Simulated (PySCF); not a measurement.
# Electron correlation in Cr (chromium, neutral)

[Ar] 3d4 4s2, high-spin 5D determinant (an excited configuration). All numbers are calculated (PySCF 2.14, scalar relativity by spin-free X2C-1e, in x2c-QZVPPall (11s7p5d3f2g, 96 functions)). Frozen: [Ar]; 6 electrons correlated.

```json
{"level": "CCSD", "correlation energy (mhartree)": "-107.22"}
{"level": "(T)", "correlation energy (mhartree)": "-3.79"}
{"level": "CCSD(T)", "correlation energy (mhartree)": "-111.01"}
```

Diagnostics: T1 = 0.026, D1 = 0.0774, largest double amplitude 0.074.

Problem. Is a single reference adequate?

Solution. Mostly. T1 lies below 0.03, but a double amplitude of this size points to a near-degeneracy that CCSD handles and MP2 describes poorly.
